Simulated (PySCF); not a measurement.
C₂H₇BO₂Si.
SMILES with atom numbers: `[BH2:1][C@H:2]1[CH2:3][O:4][SiH2:5][O:6]1` (hydrogens: H7, H8 on B1; H9 on C2; H10, H11 on C3; H12, H13 on Si5)

The calculation used PBE0-D3(BJ)/def2-SVP geometry optimisation, gas phase (PySCF).

Q: Give the optimised bond lengths and angles.

A: 
| bond | length (bohr) |
| --- | --- |
| B1–C2 | 2.936 |
| C2–C3 | 2.915 |
| C3–O4 | 2.670 |
| O4–Si5 | 3.170 |
| Si5–O6 | 3.167 |
| C2–O6 | 2.691 |
| B1–H7, B1–H8 | 2.282 |
| C2–H9 | 2.121 |
| C3–H10 | 2.080 |
| C3–H11 | 2.091 |
| Si5–H12 | 2.812 |
| Si5–H13 | 2.811 |

Bonds in one row agree within 0.02 bohr and their mean is given. A selection of angles:
| angle | degrees |
| --- | --- |
| C2–B1–H7 | 121.7 |
| C2–B1–H8 | 117.7 |
| H7–B1–H8 | 120.4 |
| B1–C2–C3 | 117.1 |
| B1–C2–O6 | 116.0 |
| B1–C2–H9 | 100.4 |
| C3–C2–O6 | 106.9 |
| C3–C2–H9 | 106.9 |
| O6–C2–H9 | 108.9 |
| C2–C3–O4 | 107.4 |
| C2–C3–H10 | 111.1 |
| C2–C3–H11 | 110.8 |
| O4–C3–H10 | 109.9 |
| O4–C3–H11 | 109.7 |
| H10–C3–H11 | 107.8 |
| C3–O4–Si5 | 109.3 |
| O4–Si5–O6 | 96.9 |
| O4–Si5–H12 | 109.9 |
| O4–Si5–H13 | 114.3 |
| O6–Si5–H12 | 114.6 |
| O6–Si5–H13 | 110.1 |
| H12–Si5–H13 | 110.6 |
| C2–O6–Si5 | 109.2 |

Dihedral angles: B1–C2–C3–O4 166° (antiperiplanar); C2–C3–O4–Si5 -26° (synperiplanar); C3–O4–Si5–O6 10° (synperiplanar); O4–Si5–O6–C2 11° (synperiplanar); B1–C2–O6–Si5 -159° (antiperiplanar).

O6 (silyl ether oxygen) is bent (angle 109.2°). Si5 (oxygen-bound silicon) has angles from 96.9° to 114.6°. The 5-membered ring C2–C3–O4–Si5–O6 has internal angles of 96.9° to 109.3°; it is puckered, 0.13 Å rms from its mean plane, widest ring torsion 34°. O4 (silyl ether oxygen) is bent (angle 109.3°). B1 (three-coordinate boron) is planar (angles 121.7°, 120.4° and 117.7°, sum 359.9°, 0.03 Å off the plane of its three neighbours).

Point group: C1 (no symmetry element, even within 0.4 Å). Whether it is a minimum is left open (no frequencies). The numbers are those of one conformer (H–B1–C2–C3 -138° and 46°, B1–C2–C3–O4 166°, C2–C3–O4–Si5 -26°, C3–O4–Si5–O6 10°, O4–Si5–O6–C2 11°).
